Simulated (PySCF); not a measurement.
C3H9Bi, triplet, at the geometry of the source list (a higher spin typed on purpose: for a closed-shell molecule this is an excited state) (core potentials on Bi); PBE0/def2-SV(P) (PySCF).

The PySCF input:
```python
from pyscf import gto, scf, dft

mol = gto.Mole()
mol.atom = '''
    Bi    0.00580000    0.00320000    1.29210000
    C    -1.07140000   -1.56240000    0.04820000
    H    -0.35200000   -2.10240000   -0.55080000
    H    -1.78110000   -1.07500000   -0.60530000
    H    -1.59670000   -2.25990000    0.68890000
    C    -0.82440000    1.70980000    0.04380000
    H    -0.24460000    1.81680000   -0.86050000
    H    -0.78740000    2.63780000    0.59990000
    H    -1.85110000    1.49260000   -0.21680000
    C     1.89810000   -0.14480000    0.04260000
    H     1.86080000    0.57030000   -0.76510000
    H     1.97460000   -1.14150000   -0.36910000
    H     2.76950000    0.05540000    0.65210000
'''
mol.basis = 'def2-sv(p)'
mol.ecp = {'Bi': 'def2-sv(p)'}
mol.spin = 2
mol.verbose = 4
mol.symmetry = True
mol.build()

mf = dft.UKS(mol)
mf.xc = 'pbe0'
mf.kernel()
mf.analyze()
```

What the program printed (banner, timings and long lists left out):

```
PySCF version 2.14.0

[INPUT] verbose = 4
[INPUT] num. atoms = 13
[INPUT] num. electrons = 50
[INPUT] charge = 0
[INPUT] spin (= nelec alpha-beta = 2S) = 2
[INPUT] symmetry True subgroup None
[INPUT] Mole.unit = angstrom
[INPUT] Symbol           X                Y                Z      unit          X                Y                Z       unit  Magmom
[INPUT]  1 Bi     0.005800000000   0.003200000000   1.292100000000 AA    0.010960411522   0.006047123599   2.441715125551 Bohr   0.0
[INPUT]  2 C     -1.071400000000  -1.562400000000   0.048200000000 AA   -2.024652569859  -2.952508097020   0.091084799204 Bohr   0.0
[INPUT]  3 H     -0.352000000000  -2.102400000000  -0.550800000000 AA   -0.665183595847  -3.972960204286  -1.040861149410 Bohr   0.0
[INPUT]  4 H     -1.781100000000  -1.075000000000  -0.605300000000 AA   -3.365791200463  -2.031455583907  -1.143851223199 Bohr   0.0
[INPUT]  5 H     -1.596700000000  -2.259900000000   0.688900000000 AA   -3.017325703093  -4.270592068905   1.301832327213 Bohr   0.0
[INPUT]  6 C     -0.824400000000   1.709800000000   0.043800000000 AA   -1.557890217091   3.231053727781   0.082770004256 Bohr   0.0
[INPUT]  7 H     -0.244600000000   1.816800000000  -0.860500000000 AA   -0.462227010069   3.433254423110  -1.626109330188 Bohr   0.0
[INPUT]  8 H     -0.787400000000   2.637800000000   0.599900000000 AA   -1.487970350483   4.984719571378   1.133646702127 Bohr   0.0
[INPUT]  9 H     -1.851100000000   1.492600000000  -0.216800000000 AA   -3.498072029182   2.820605213526  -0.409692623806 Bohr   0.0
[INPUT] 10 C      1.898100000000  -0.144800000000   0.042600000000 AA    3.586889157037  -0.273632342837   0.080502332906 Bohr   0.0
[INPUT] 11 H      1.860800000000   0.570300000000  -0.765100000000 AA    3.516402372591   1.077710808839  -1.445829457905 Bohr   0.0
[INPUT] 12 H      1.974600000000  -1.141500000000  -0.369100000000 AA    3.731453205566  -2.157122371191  -0.697497912577 Bohr   0.0
[INPUT] 13 H      2.769500000000   0.055400000000   0.652100000000 AA    5.233596501983   0.104690827301   1.232290405829 Bohr   0.0

nuclear repulsion = 201.20218553213
point group symmetry = C1
symmetry origin: [0. 0. 0.]
symmetry axis x: [1. 0. 0.]
symmetry axis y: [0. 1. 0.]
symmetry axis z: [0. 0. 1.]
num. orbitals of irrep A = 86
number of shells = 46
number of NR pGTOs = 169
number of NR cGTOs = 86
basis = def2-sv(p)
ecp = {'Bi': 'def2-sv(p)'}

******** <class 'pyscf.dft.uks.UKS'> ********
method = UKS
initial guess = minao
damping factor = 0
level_shift factor = 0
DIIS = <class 'pyscf.scf.diis.CDIIS'>
diis_start_cycle = 1
diis_space = 8
diis_damp = 0
SCF conv_tol = 1e-09
SCF conv_tol_grad = None
SCF max_cycles = 50
direct_scf = True
direct_scf_tol = 1e-13
number electrons alpha = 26  beta = 24
XC library pyscf.dft.libxc version 7.1.2
    S. Lehtola, C. Steigemann, M. J. T. Oliveira, and M. A. L. Marques,  SoftwareX 7, 1–5 (2018)
XC functionals = pbe0
    C. Adamo and V. Barone,  J. Chem. Phys. 110, 6158 (1999)
    M. Ernzerhof and G. E. Scuseria,  J. Chem. Phys. 110, 5029 (1999)
radial grids:
    Treutler-Ahlrichs [JCP 102, 346 (1995); DOI:10.1063/1.469408] (M4) radial grids

becke partition: Becke, JCP 88, 2547 (1988); DOI:10.1063/1.454033
pruning grids: <function nwchem_prune>
grids dens level: 3
symmetrized grids: True
atomic radii adjust function: <function treutler_atomic_radii_adjust>
small_rho_cutoff = 0
Set gradient conv threshold to 3.16228e-05
tot grids = 154072
init E= -307.259654593253

cycle= 1 E= -331.97135131541  delta_E= -24.7  |g|= 1.67  |ddm|= 9.67

cycle= 2 E= -330.416209326987  delta_E= 1.56  |g|= 2.35  |ddm|= 14.9

cycle= 3 E= -333.87029491533  delta_E= -3.45  |g|= 0.199  |ddm|= 14.1

cycle= 4 E= -333.868161748318  delta_E= 0.00213  |g|= 0.216  |ddm|= 0.845

cycle= 5 E= -333.896118245963  delta_E= -0.028  |g|= 0.0439  |ddm|= 0.444

cycle= 6 E= -333.897132309787  delta_E= -0.00101  |g|= 0.0221  |ddm|= 0.134

cycle= 7 E= -333.897441240344  delta_E= -0.000309  |g|= 0.00707  |ddm|= 0.088

cycle= 8 E= -333.897501016763  delta_E= -5.98e-05  |g|= 0.00242  |ddm|= 0.026

cycle= 9 E= -333.897529858915  delta_E= -2.88e-05  |g|= 0.00229  |ddm|= 0.0327

cycle= 10 E= -333.897559092962  delta_E= -2.92e-05  |g|= 0.00163  |ddm|= 0.0359

cycle= 11 E= -333.897617416783  delta_E= -5.83e-05  |g|= 0.00125  |ddm|= 0.0906

cycle= 12 E= -333.897673310232  delta_E= -5.59e-05  |g|= 0.00103  |ddm|= 0.107

cycle= 13 E= -333.897706042319  delta_E= -3.27e-05  |g|= 0.000942  |ddm|= 0.074

cycle= 14 E= -333.897752391237  delta_E= -4.63e-05  |g|= 0.000796  |ddm|= 0.123

cycle= 15 E= -333.897801398219  delta_E= -4.9e-05  |g|= 0.000566  |ddm|= 0.209

cycle= 16 E= -333.897801308309  delta_E= 8.99e-08  |g|= 0.000615  |ddm|= 0.0162

cycle= 17 E= -333.897810688225  delta_E= -9.38e-06  |g|= 0.000309  |ddm|= 0.101

cycle= 18 E= -333.897811431951  delta_E= -7.44e-07  |g|= 0.000135  |ddm|= 0.0387

cycle= 19 E= -333.897811396945  delta_E= 3.5e-08  |g|= 9.42e-05  |ddm|= 0.0153

cycle= 20 E= -333.897811474814  delta_E= -7.79e-08  |g|= 4.56e-05  |ddm|= 0.0103

cycle= 21 E= -333.897811480374  delta_E= -5.56e-09  |g|= 1.15e-05  |ddm|= 0.00225

cycle= 22 E= -333.897811481621  delta_E= -1.25e-09  |g|= 5.35e-06  |ddm|= 0.00123

cycle= 23 E= -333.897811481663  delta_E= -4.23e-11  |g|= 2.21e-06  |ddm|= 0.000181

Extra cycle  E= -333.897811481675  delta_E= -1.16e-11  |g|= 2.42e-06  |ddm|= 1.46e-05
converged SCF energy = -333.897811481675  <S^2> = 2.0069206  2S+1 = 3.0046102
**** SCF Summaries ****
Total Energy =                        -333.897811481674978
Nuclear Repulsion Energy =             201.202185532130272
One-electron Energy =                 -932.152677304451572
Two-electron Energy =                  397.052680290646379
Two-electron Coulomb Energy =          433.663823921800088
DFT Exchange-Correlation Energy =      -36.611143631153723
**** MO energy ****
                             alpha | beta                alpha | beta
MO #1   energy= -10.2248441679798  | -10.2235400926967  occ= 1 | 1
MO #2   energy= -10.2213646757326  | -10.2192757804192  occ= 1 | 1
MO #3   energy= -10.2172038606819  | -10.2060303826574  occ= 1 | 1
MO #4   energy= -6.01226600008607  | -6.00794279974333  occ= 1 | 1
MO #5   energy= -3.74057428054957  | -3.73526331025773  occ= 1 | 1
MO #6   energy= -3.73471072451194  | -3.73314560897989  occ= 1 | 1
MO #7   energy= -3.72876170559291  | -3.72466051614257  occ= 1 | 1
MO #8   energy= -1.08044408482377  | -1.07495628716596  occ= 1 | 1
MO #9   energy= -1.07975289009473  | -1.0728276836512   occ= 1 | 1
MO #10  energy= -1.07588788628232  | -1.0670085481718   occ= 1 | 1
MO #11  energy= -1.06865065711173  | -1.06412125457441  occ= 1 | 1
MO #12  energy= -1.06672280122318  | -1.06114122722832  occ= 1 | 1
MO #13  energy= -0.743067653966127 | -0.726298060240302 occ= 1 | 1
MO #14  energy= -0.699131776151972 | -0.688371758652163 occ= 1 | 1
MO #15  energy= -0.693189623610646 | -0.682580194717341 occ= 1 | 1
MO #16  energy= -0.575860458628075 | -0.546361577999141 occ= 1 | 1
MO #17  energy= -0.433229309654479 | -0.426173475935667 occ= 1 | 1
MO #18  energy= -0.430348941895134 | -0.4249123587291   occ= 1 | 1
MO #19  energy= -0.427411634374511 | -0.423007556218469 occ= 1 | 1
MO #20  energy= -0.413674312496262 | -0.408151017437202 occ= 1 | 1
MO #21  energy= -0.411294507164758 | -0.403818303416335 occ= 1 | 1
MO #22  energy= -0.403266321954662 | -0.398808716226699 occ= 1 | 1
MO #23  energy= -0.317037784546187 | -0.287097302271722 occ= 1 | 1
MO #24  energy= -0.301827784804539 | -0.268958448808798 occ= 1 | 1
MO #25  energy= -0.278523888079398 | -0.170265694519939 occ= 1 | 0
MO #26  energy= -0.0697626170267611 | 0.0191462042140529 occ= 1 | 0
MO #27  energy= -0.00230186644209063 | 0.035641884492204  occ= 0 | 0
MO #28  energy= 0.0391747179573496 | 0.0691270159595748 occ= 0 | 0
MO #29  energy= 0.0654634099956297 | 0.0696692856105652 occ= 0 | 0
MO #30  energy= 0.106922299029313  | 0.111501704814069  occ= 0 | 0
MO #31  energy= 0.108519272002053  | 0.112831674438598  occ= 0 | 0
MO #32  energy= 0.124409056769009  | 0.130911522570141  occ= 0 | 0
MO #33  energy= 0.147426788881493  | 0.151523236477814  occ= 0 | 0
MO #34  energy= 0.149419882750579  | 0.154308995479183  occ= 0 | 0

spin_pop of  0 Bi 5s        0.00013
spin_pop of  0 Bi 6s        0.13877
spin_pop of  0 Bi 7s        0.01965
spin_pop of  0 Bi 8s        0.01034
spin_pop of  0 Bi 5px       0.00050
spin_pop of  0 Bi 5py       0.00152
spin_pop of  0 Bi 5pz       0.00033
spin_pop of  0 Bi 6px       0.00492
spin_pop of  0 Bi 6py       0.01367
spin_pop of  0 Bi 6pz       0.03940
spin_pop of  0 Bi 7px       0.00018
spin_pop of  0 Bi 7py       0.00123
spin_pop of  0 Bi 7pz       0.02626
spin_pop of  0 Bi 8px       0.17279
spin_pop of  0 Bi 8py       0.43274
spin_pop of  0 Bi 8pz       0.18492
spin_pop of  0 Bi 5dxy     -0.00416
spin_pop of  0 Bi 5dyz      0.00553
spin_pop of  0 Bi 5dz^2     0.00618
spin_pop of  0 Bi 5dxz      0.00671
spin_pop of  0 Bi 5dx2-y2    0.02371
spin_pop of  0 Bi 6dxy      0.00414
spin_pop of  0 Bi 6dyz      0.00279
spin_pop of  0 Bi 6dz^2     0.00267
spin_pop of  0 Bi 6dxz      0.00868
spin_pop of  0 Bi 6dx2-y2    0.03419
spin_pop of  1 C 1s       -0.00000
spin_pop of  1 C 2s        0.01185
spin_pop of  1 C 3s        0.00496
spin_pop of  1 C 2px       0.01362
spin_pop of  1 C 2py       0.03692
spin_pop of  1 C 2pz       0.02655
spin_pop of  1 C 3px       0.01411
spin_pop of  1 C 3py       0.01319
spin_pop of  1 C 3pz       0.00271
spin_pop of  1 C 3dxy      0.00039
spin_pop of  1 C 3dyz      0.00010
spin_pop of  1 C 3dz^2     0.00032
spin_pop of  1 C 3dxz      0.00038
spin_pop of  1 C 3dx2-y2    0.00047
spin_pop of  2 H 1s        0.00052
spin_pop of  2 H 2s        0.00117
spin_pop of  3 H 1s        0.01791
spin_pop of  3 H 2s        0.00075
spin_pop of  4 H 1s       -0.00095
spin_pop of  4 H 2s        0.00253
spin_pop of  5 C 1s        0.00000
spin_pop of  5 C 2s        0.07515
spin_pop of  5 C 3s        0.01008
spin_pop of  5 C 2px       0.06531
spin_pop of  5 C 2py       0.21558
spin_pop of  5 C 2pz       0.13012
spin_pop of  5 C 3px       0.00288
spin_pop of  5 C 3py       0.01113
spin_pop of  5 C 3pz       0.01131
spin_pop of  5 C 3dxy      0.00051
spin_pop of  5 C 3dyz      0.00142
spin_pop of  5 C 3dz^2     0.00030
spin_pop of  5 C 3dxz      0.00028
spin_pop of  5 C 3dx2-y2    0.00015
spin_pop of  6 H 1s        0.01264
spin_pop of  6 H 2s        0.00396
spin_pop of  7 H 1s       -0.01227
spin_pop of  7 H 2s        0.01403
spin_pop of  8 H 1s       -0.00476
spin_pop of  8 H 2s        0.00731
spin_pop of  9 C 1s        0.00000
spin_pop of  9 C 2s        0.01705
spin_pop of  9 C 3s        0.00465
spin_pop of  9 C 2px       0.06006
spin_pop of  9 C 2py       0.00538
spin_pop of  9 C 2pz       0.02873
spin_pop of  9 C 3px       0.01007
spin_pop of  9 C 3py       0.01311
spin_pop of  9 C 3pz       0.00585
spin_pop of  9 C 3dxy      0.00047
spin_pop of  9 C 3dyz      0.00011
spin_pop of  9 C 3dz^2     0.00031
spin_pop of  9 C 3dxz      0.00042
spin_pop of  9 C 3dx2-y2    0.00036
spin_pop of  10 H 1s        0.02140
spin_pop of  10 H 2s        0.00122
spin_pop of  11 H 1s       -0.00291
spin_pop of  11 H 2s        0.00312
spin_pop of  12 H 1s       -0.00210
spin_pop of  12 H 2s        0.00228
In total            26.00000 | 24.00000
Dipole moment(X, Y, Z, Debye): -0.19696,  0.40898, -0.53655
```
